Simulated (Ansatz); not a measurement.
Molecule: AlBr (charge 0, singlet). 
Structure (B3LYP-D3(BJ)/def2-TZVP (Ansatz, a first-principles code) minimum search):
SMILES: [Br][Al]
```xyz
2

Al     0.0000     0.0000    -1.7036
Br     0.0000     0.0000     0.6328
```

Wanted: vertical ionisation energy (to the doublet state of charge +1; each state is the SCF solution reached for its spin), in eV. Cores are frozen in the correlated levels unless marked. UHF or UKS for open shells. No spin-orbit coupling. The frozen core is the preceding noble-gas configuration, with the filled d and f shells of earlier blocks. Non-relativistic. Basis-set limits of correlation are two-point, X^-3; Hartree-Fock from the larger set.

```
level                                 program  vertical ionisation energy (eV)
------------------------------------  -------  -------------------------------
SVWN5/def2-TZVPD                       Ansatz                             9.23
PBE/def2-TZVPD                         Ansatz                             9.03
r2SCAN/def2-TZVPD                      Ansatz                                ?
B3LYP/def2-TZVPD                       Ansatz                                ?
PBE0/def2-TZVPD                        Ansatz                             9.09
BHLYP/def2-TZVPD                       Ansatz                             9.10
CAM-B3LYP/def2-TZVPD                   Ansatz                             9.23
wB97M-V/def2-TZVPD                     Ansatz                                ?
wB97X-V/def2-TZVPD                     Ansatz                             9.19
CCSD/def2-SVPD                         Ansatz                             9.09
CCSD/def2-TZVPPD                       Ansatz                                ?
CCSD/def2-QZVPPD                       Ansatz                             9.19
CCSD(T)/CBS(def2-TZVPPD,def2-QZVPPD)   Ansatz                             9.25
```

**Question.** Complete the blanks.

**Answer.** 
- r2SCAN/def2-TZVPD, vertical ionisation energy (eV): 8.96
- B3LYP/def2-TZVPD, vertical ionisation energy (eV): 9.18
- wB97M-V/def2-TZVPD, vertical ionisation energy (eV): 9.22
- CCSD/def2-TZVPPD, vertical ionisation energy (eV): 9.14
